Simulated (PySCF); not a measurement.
# [TaH6]− at several levels of theory

Computed with PySCF 2.14.0 (density fitting, no spin-orbit coupling) at the geometry relaxed with r2SCAN:

```xyz
7
[TaH6]− (singlet)
Ta    0.0000    0.0000    0.0997
H     1.6771    0.0000    0.8472
H    -0.8385    1.4524    0.8472
H    -0.8386   -1.4524    0.8472
H     1.1662    0.0000   -1.2492
H    -0.5831    1.0100   -1.2492
H    -0.5831   -1.0100   -1.2492
```

```tsv
level	basis	state	HOMO (eV)	gap (eV)	charge on Ta1 (e)	dipole about the centre of mass (D)	largest force component (eV/Å)
r2SCAN	Ta def2-SVP with ECP60, H def2-SVP	singlet	-1.47	4.01	0.41	2.07	0.01
PBE	the same	singlet	-1.15	3.47	0.10	2.03	0.37
r2SCAN	Ta def2-TZVP with ECP60, H def2-TZVP	singlet	-1.44	4.06	0.15	2.16	0.20
r2SCAN	Ta x2c-SVPall, H x2c-SVPall	singlet	-1.60	3.97	-0.50	2.04	0.45
```

Charges are Mulliken's, which hang on the basis. The relaxation used the grid (50, 194), these runs (75, 302) or, all-electron (x2c bases, spin-free X2C Hamiltonian), (99, 590).

Question: A further run in the first row's basis gives HOMO (eV) -1.37, gap (eV) 3.88, charge on Ta1 (e) 0.47, dipole about the centre of mass (D) 2.13, largest force component (eV/Å) 0.19. Which level was it?
A. revPBE
B. PBE0
C. TPSS

Answer: C. The others give HOMO -2.45 eV (PBE0); -1.12 eV (revPBE).

In the first row's basis the gap widens with exact exchange: 3.5 to 4.0 eV for PBE, revPBE, TPSS, r2SCAN (none); 5.6 eV for PBE0 (a fixed share).

No frequency check is given that shows the relaxed geometry to be a minimum.
